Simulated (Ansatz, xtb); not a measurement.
# Isomers of C4H2ClFN2 in order of energy

3 gas-phase structures of C4H2ClFN2, from a drawn sample of its isomers (lower ones may exist). Each was relaxed with GFN2-xTB:

A. `Fc1cncc(Cl)n1`, a singlet
B. `Fc1nccnc1Cl`, a singlet
C. `Fc1cnc(Cl)cn1`, a singlet

Problem. Make a reasoned guess at their ranking by r2SCAN-D4/def2-SVP single-point energy.

Solution. Calculated order at r2SCAN-D4/def2-SVP: A (0.000), B (0.035), C (0.036) eV. Less than 1 kcal/mol parts A and B; B and C, so the order within those pairs means little.

Energies above the lowest of each column, in eV; the last columns are at PBE-D3(BJ)/def2-SVP geometries:

```json
{"structure": "A", "GFN2-xTB": "0.000", "HF/STO-3G": "0.002", "r2SCAN-D4/def2-SVP": "0.000", "PBE-D3(BJ)/def2-SVP": "0.000", "CCSD(T)/def2-SVP + ΔMP2/def2-TZVPP": "0.000"}
{"structure": "B", "GFN2-xTB": "0.088", "HF/STO-3G": "0.033", "r2SCAN-D4/def2-SVP": "0.035", "PBE-D3(BJ)/def2-SVP": "0.037", "CCSD(T)/def2-SVP + ΔMP2/def2-TZVPP": "0.047"}
{"structure": "C", "GFN2-xTB": "0.019", "HF/STO-3G": "0.000", "r2SCAN-D4/def2-SVP": "0.036", "PBE-D3(BJ)/def2-SVP": "0.033", "CCSD(T)/def2-SVP + ΔMP2/def2-TZVPP": "0.018"}
```

Every level run on A puts it lowest or level with the lowest. CCSD(T)/def2-SVP + ΔMP2/def2-TZVPP orders those it was run on as A (0.000), C (0.018), B (0.047) eV. Less than 1 kcal/mol parts A and C; C and B, so the order within those pairs means little. ΔMP2 is the change of the MP2 energy from the smaller to the larger basis.

Programs: Ansatz 0.2.0, xtb 6.7.1.
